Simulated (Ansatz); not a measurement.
C$_{3}$H$_{9}$Al, SMILES `CC[CH2][AlH2]`. The species carries charge 0 and has multiplicity 1.

Z-matrix (Å, degrees):
```
C
C 1 1.521
H 1 1.094 2 110.9
H 1 1.093 2 111.8 3 120.4
H 1 1.094 2 110.9 3 -119.2
C 2 1.528 1 113.4 3 59.6
H 2 1.096 1 109.2 3 -63.1
H 2 1.096 1 109.2 3 -177.7
Al 6 1.958 2 117.0 1 -179.9
H 6 1.100 2 110.0 1 57.0
H 6 1.100 2 110.0 1 -56.8
H 9 1.591 6 119.9 2 179.8
H 9 1.592 6 120.9 2 -0.2
```

(1) List the harmonic frequencies (cm⁻¹, unscaled) at PBE0-D4/def2-TZVP in Ansatz. (Estimate.)

(2) Is this a minimum?

(3) Give the ideal-gas thermochemistry at 298.15 K and 1 bar (rigid rotor, harmonic oscillator; point group Cs, symmetry number 1).

(4) And at 400, 500, 600, 800 and 1000 K?

(5) Rotational constants (cm⁻¹)?

Answers

(1) Computed: 58, 102, 148, 252, 332, 459, 487, 660, 662, 774, 792, 908, 979, 1048, 1090, 1183, 1230, 1329, 1357, 1400, 1430, 1478, 1487, 1494, 1902, 1907, 2999, 3028, 3032, 3038, 3063, 3112, 3113.

(2) Yes, all 33 modes are real.

(3) Zero-point energy 277.1 kJ/mol; H(298) − E = 298.1 kJ/mol; entropy 339.3 J/(mol·K), of which translation 162.2, rotation 106.8, vibration 70.2; G(298) − E = 196.9 kJ/mol. Modes under 100 cm⁻¹ are hindered rotations or soft bends, so the harmonic entropy is rough.

(4) 
| T (K) | H − E (kJ/mol) | S (J/mol/K) | G − E (kJ/mol) |
| --- | --- | --- | --- |
| 400 | 310.3 | 374.4 | 160.6 |
| 500 | 324.7 | 406.4 | 121.5 |
| 600 | 341.2 | 436.4 | 79.4 |
| 800 | 379.2 | 490.9 | -13.5 |
| 1000 | 422.5 | 539.0 | -116.6 |

(5) 0.7488, 0.07394, 0.06986.
